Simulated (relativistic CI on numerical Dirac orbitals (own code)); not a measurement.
Hyperfine structure of Ta¹⁴⁺, mass number 181

Calculated at this level of theory: Dirac-Coulomb-Breit CI, KLI orbitals optimised for each configuration, model QED, unscaled Slater integrals (own radial code, finite nucleus).

CI space (outside the closed core [Ar] 3d10 4p6): 4s2 4d10 4f11 5s2, 4s2 4d10 4f12 5s, 4s2 4d10 4f11 5s 5p, 4s2 4d10 4f10 5s2 5p, 4s2 4d10 4f12 5d, 4s2 4d10 4f12 6s, 4s2 4d9 4f12 5s2, 4s2 4d10 4f10 5s2 6s, 4s2 4d10 4f11 5p 6s, 4s 4d10 4f12 5s2, 4s2 4d10 4f13, 4s2 4d9 4f14, 4s 4d10 4f14, 4s2 4d10 4f12 5p, 4s2 4d9 4f13 5p, 4s 4d10 4f13 5p, 4s2 4d10 4f12 5f, 4s2 4d9 4f13 5f, 4s 4d10 4f13 5f. Double excitations out of closed p, d and f shells are left out; levels of such configurations are missing from the list, as are those of other unlisted configurations, and high levels can miss mixing partners.

Nuclear spin I = 7/2, μ = 2.365 μN, Q = 3.17 b (tables of Stone and Pyykkö). The electronic factors are computed for point nuclear moments, without core polarisation or the Bohr-Weisskopf and QED corrections.

```
                     Level  E (eV)  A (MHz)  B (MHz)
4s2 4d10 4f11 5s2 4I°_15/2  0.0000     1001    -4320
4s2 4d10 4f11 5s2 4I°_13/2  1.6787     1171    -3680
4s2 4d10 4f11 5s2 4I°_11/2  2.4577     1236    -2110
 4s2 4d10 4f11 5s2 4F°_7/2  4.9499     1007     4280
 4s2 4d10 4f11 5s2 4F°_5/2  5.3266     1061     1180
 4s2 4d10 4f11 5s2 4F°_3/2  5.3869      993     2170
4s2 4d10 4f11 5s2 2K°_15/2  6.0237     1202   -11700
4s2 4d10 4f11 5s2 4G°_11/2  6.2372     1057      806
```

Levels with J = 0, under 50 % of one LS term, or S terms without an open s electron are left out. Small factors come from cancelling terms and can be off by tens of per cent or more.

At this charge transitions that keep the count of f electrons are usually good to a few per cent. Terms inside the open d or f shell come out 10 to 20 % too wide with unscaled integrals. Levels and lines within the n = 5 or 6 shells can be off by up to 10 % or somewhat more, and those that change n by about 2 %, since core polarisation is missing. Levels that differ in their count of f electrons can be misplaced by several ten thousand cm⁻¹, since the correlation energy of f electrons is missing or only estimated; rates across such gaps can be off by orders of magnitude.

Task: Give the hyperfine levels of 4s2 4d10 4f11 5s2 4I°_15/2 relative to its centre of gravity.

Result: With K = F(F + 1) − I(I + 1) − J(J + 1), E = AK/2 + B[¾K(K + 1) − I(I + 1)J(J + 1)]/[2I(2I − 1)J(2J − 1)]: F = 4: -31340, F = 5: -25540, F = 6: -18780, F = 7: -11160, F = 8: -2804, F = 9: 6148, F = 10: 15540, F = 11: 25180 MHz.

LS names give the leading component of a level, which can be under half, so a name can repeat, a term be missing and a line seem to break the LS rules.
